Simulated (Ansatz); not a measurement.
F$_{3}$GeH$_{3}$Si, SMILES `[F][Ge]([F])([F])[SiH3]`. Charge 0, multiplicity 1.

```xyz
8

F     1.207   -0.803    1.888
Ge    0.651    0.392    0.784
F     2.081    1.139    0.189
F    -0.092    1.589    1.771
Si   -0.768   -0.463   -0.925
H     0.015   -1.472   -1.673
H    -1.942   -1.064   -0.253
H    -1.152    0.682   -1.781
```

Task: What are the harmonic wavenumbers in cm⁻¹ at PBE0-D4/def2-TZVP (Ansatz, finite differences of forces, unscaled)? (Estimate.)

Result: Computed: 70, 111, 111, 229, 229, 255, 371, 525, 525, 713, 735, 735, 859, 929, 930, 2251, 2275, 2275.

Task: Is this a minimum?

Result: Yes, all 18 modes are real.

Task: Give the ideal-gas thermochemistry at 298.15 K and 1 bar (rigid rotor, harmonic oscillator; point group C3v, symmetry number 3).

Result: Zero-point energy 84.5 kJ/mol; H(298) − E = 107.4 kJ/mol; entropy 361.1 J/(mol·K), of which translation 172.2, rotation 106.9, vibration 82.0; G(298) − E = -0.2 kJ/mol. Modes under 100 cm⁻¹ are hindered rotations or soft bends, so the harmonic entropy is rough.
